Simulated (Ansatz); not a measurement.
```yaml
crystal:
  periodic: [false, false, false]
  atoms:
    - {symbol: Cs, position_ang: [-0.720712, -1.040345, -2.131091]}
    - {symbol: Cs, position_ang: [-0.275687, 2.444643, 0.311266]}
    - {symbol: Cs, position_ang: [0.393491, -1.437997, 1.979759]}
    - {symbol: H, position_ang: [0.841120, -2.807808, -0.499752]}
    - {symbol: H, position_ang: [-1.667959, -0.096378, 0.442639]}
    - {symbol: H, position_ang: [0.068772, 1.699526, -2.436160]}
    - {symbol: H, position_ang: [1.360976, 1.238360, 2.333329]}
basis:
  gaussian: {orbitals: def2-TZVPD}
total_charge: -2
magnetization: {spin_polarized: true, initial_magnetization: 1}
hamiltonian: {xc: {name: B97M-V}}
scf: {lower_state_search: off}
output: {forces: true}
```

```sh
$ ansatz run in.yaml --threads 4 --pin off --events-out ev --progress --plain --max-ram 3916MiB
```

Output, abridged:

```
Functional definition: B97M-V
1131 factors; their error is unknown
mean field evaluation 1: about -1706.7039 eV, gradient 1.2e1 eV
mean field evaluation 2: about -1665.1237 eV, gradient 3.4e1 eV
mean field evaluation 4: about -1706.8381 eV, gradient 7.5e0 eV
mean field evaluation 8: about -1707.0375 eV, gradient 3.0e0 eV
mean field evaluation 16: about -1708.4586 eV, gradient 3.0e0 eV
a density is far from that of the atoms, so the factors are made again for it
1271 factors; integrals over basis functions are off by at most 2.1e-4 eV
mean field evaluation 32: about -1708.8128 eV, gradient 6.0e-2 eV
mean field -1708.80234964 eV, -62.7973280813 hartree, gradient 9.6e-6 eV, S^2 0.772888; 0 other end points of the search recorded, 0 dependent functions left out
reference -1708.80255528 eV, -62.7973356386 hartree; 17, 16 occupied and 115, 116 virtual orbitals, 1271 factors
Total energy: -1708.80255528 eV, -62.7973356386 hartree
Atom 0 at    -0.720712    -1.040345    -2.131091 Å, force    -0.091522    -0.079744    -0.177174 eV/Å
Atom 1 at    -0.275687     2.444643     0.311266 Å, force    -0.055090     0.206389     0.023484 eV/Å
Atom 2 at     0.393491    -1.437997     1.979759 Å, force     0.007310    -0.124921     0.176942 eV/Å
Atom 3 at     0.841120    -2.807808    -0.499752 Å, force     0.114171    -0.172950    -0.055383 eV/Å
Atom 4 at    -1.667959    -0.096378     0.442639 Å, force    -0.198199    -0.015907     0.058740 eV/Å
Atom 5 at     0.068772     1.699526    -2.436160 Å, force     0.075220     0.098551    -0.154656 eV/Å
Atom 6 at     1.360976     1.238360     2.333329 Å, force     0.148110     0.088582     0.128047 eV/Å
Dipole moment:    -0.655424     0.160681    -0.110543 e Å
Checks for a lower state left out: stability, starts, cluster_reference, orbital_swaps, neighbouring_geometries, increment
```

It took 32 s on 4 threads of Arm Neoverse V2 on a shared host.

In the def2 sets Cs takes a core potential; there is no spin–orbit coupling. A multiply charged anion in the gas phase is held together partly by the finite basis.

The dipole of an ion depends on the origin.
